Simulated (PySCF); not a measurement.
A survey of $^{29}$Si NMR shifts

[PySCF 2.14.0 with density-fitted response routines: geometry from GFN2-xTB; GIAO PBE0/pcSseg-1 shieldings; relativity neglected; in vacuum; fast rotation and ring inversion assumed for equivalent nuclei; single conformer]

Shieldings were converted by a linear fit to measured shifts: $^{29}$Si (scatter 8.9 ppm rms, 25.8 ppm with the 6 outliers that the fit left out vs TMS, solution or neat liquid). A few per cent of atoms miss by over 2 rms, more outside the fitted compound classes.

**Question.** Give the $^{29}$Si shifts of `C[Si@@H]1C[SiH2][C@H]1C(F)F`, `C=NC[Si]([SiH3])([SiH3])CF`, `FC(F)[C@@H]1CC[SiH2][SiH2]1`, `FC(F)[C@@H]1CC[SiH2][SiH2]1`, `CCO[Si@@H]1[SiH2][SiH2][Si@@H]1O`, `Cc1ccc(/P=C\[SiH3])cc1`.

**Answer.** 
```tsv
compound	environment	δ (ppm)
[CH3:1][Si@@H:2]1[CH2:3][SiH2:4][C@H:5]1[CH:6]([F:7])[F:8]	Si2: silicon bonded to 3 C, H, in a 4-membered ring	-15.2
[CH3:1][Si@@H:2]1[CH2:3][SiH2:4][C@H:5]1[CH:6]([F:7])[F:8]	Si4: silicon bonded to 2 C, 2 H, in a 4-membered ring	-42.2
[CH2:1]=[N:2][CH2:3][Si:4]([SiH3:5])([SiH3:6])[CH2:7][F:8]	Si4: silicon bonded to 2 C, 2 Si	-39.8
[CH2:1]=[N:2][CH2:3][Si:4]([SiH3:5])([SiH3:6])[CH2:7][F:8]	Si5/6: silicon bonded to Si, 3 H (×2)	-100.5
[F:1][CH:2]([F:3])[C@@H:4]1[CH2:5][CH2:6][SiH2:7][SiH2:8]1	Si7: silicon bonded to C, Si, 2 H, in a 5-membered ring	-65.7
[F:1][CH:2]([F:3])[C@@H:4]1[CH2:5][CH2:6][SiH2:7][SiH2:8]1	Si8: silicon bonded to C, Si, 2 H, in a 5-membered ring	-71.0
[F:1][CH:2]([F:3])[C@@H:4]1[CH2:5][CH2:6][SiH2:7][SiH2:8]1	Si7: silicon bonded to C, Si, 2 H, in a 5-membered ring	-65.7
[F:1][CH:2]([F:3])[C@@H:4]1[CH2:5][CH2:6][SiH2:7][SiH2:8]1	Si8: silicon bonded to C, Si, 2 H, in a 5-membered ring	-71.0
[CH3:1][CH2:2][O:3][Si@@H:4]1[SiH2:5][SiH2:6][Si@@H:7]1[OH:8]	Si4: silicon bonded to O, 2 Si, H, in a 4-membered ring	9.3
[CH3:1][CH2:2][O:3][Si@@H:4]1[SiH2:5][SiH2:6][Si@@H:7]1[OH:8]	Si7: silicon bonded to O, 2 Si, H, in a 4-membered ring	3.1
[CH3:1][CH2:2][O:3][Si@@H:4]1[SiH2:5][SiH2:6][Si@@H:7]1[OH:8]	Si6: silicon bonded to 2 Si, 2 H, in a 4-membered ring	-85.9
[CH3:1][CH2:2][O:3][Si@@H:4]1[SiH2:5][SiH2:6][Si@@H:7]1[OH:8]	Si5: silicon bonded to 2 Si, 2 H, in a 4-membered ring	-105.2
Cc1ccc(/P=C\[SiH3])cc1	silicon bonded to C, 3 H	-77.7
```
